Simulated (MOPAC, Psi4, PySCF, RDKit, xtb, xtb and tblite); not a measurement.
Two geometries of SMILES O=CC[SiH2]B(O)O, relaxed at GFN2-xTB with one dihedral held; other torsions can differ between them too.

Structure A

```
14

O     -1.5762     0.7830    -1.6171
C     -1.9940     0.1263    -0.6954
C     -1.2348    -0.9422    -0.0120
Si     0.5281    -1.1706    -0.7739
B      0.5549    -1.3220    -2.7464
O      1.2867    -2.3334    -3.2719
O     -0.0502    -0.4799    -3.6170
H     -3.0130     0.3196    -0.3023
H     -1.1884    -0.6912     1.0484
H     -1.8294    -1.8571    -0.0616
H      1.0592    -2.3222    -0.0245
H      1.2640    -0.0018    -0.2474
H      1.3050    -2.3547    -4.2320
H     -0.5700     0.2277    -3.2238
```

Structure B

```
14

O     -1.4756     0.9732    -1.4832
C     -1.9340     0.2502    -0.6280
C     -1.2491    -0.9177    -0.0488
Si     0.6848    -0.6990    -0.0420
B      1.4541    -0.3553    -1.8339
O      2.6719    -0.9005    -2.0738
O      0.8955     0.3859    -2.8142
H     -2.9257     0.4891    -0.1959
H     -1.6648    -1.1564     0.9270
H     -1.4607    -1.7700    -0.6977
H      1.1312    -1.9246     0.6425
H      0.8855     0.3813     0.9464
H      3.0342    -0.6992    -2.9402
H      0.0340     0.7715    -2.6066
```

Question: Which is lower in energy at the level B3LYP-D3(BJ)/def2-SVP // GFN2-xTB (Psi4), and by how much?

Answer: B is lower, by 5.26 kJ/mol (dihedral O1–C2–C3–Si4: 0° in A, 30° in B).

E(B) − E(A) in kJ/mol at the other levels, on the same two geometries: GFN2-xTB (xtb and tblite) -5.29; B3LYP/def2-SVP // GFN2-xTB (Psi4) -5.21; PBE/def2-SVP // GFN2-xTB (Psi4) -6.18; PBE-D3(BJ)/def2-SVP // GFN2-xTB (Psi4) -6.23; UFF // GFN2-xTB (RDKit) 44.03; AM1, restricted, heats of formation // GFN2-xTB (MOPAC) 2.82; PM3, restricted, heats of formation // GFN2-xTB (MOPAC) -2.95; GFN1-xTB // GFN2-xTB (xtb) -2.48; restricted B3LYP/6-31G*, spherical d, density fitting // GFN2-xTB (PySCF) -5.45; restricted M06-2X/6-31G*, spherical d, density fitting // GFN2-xTB (PySCF) -3.41; restricted LDA (SVWN5)/6-31G*, spherical d, density fitting // GFN2-xTB (PySCF) -7.37; restricted MP2 (frozen core)/6-31G*, spherical d // GFN2-xTB (PySCF) -3.51.
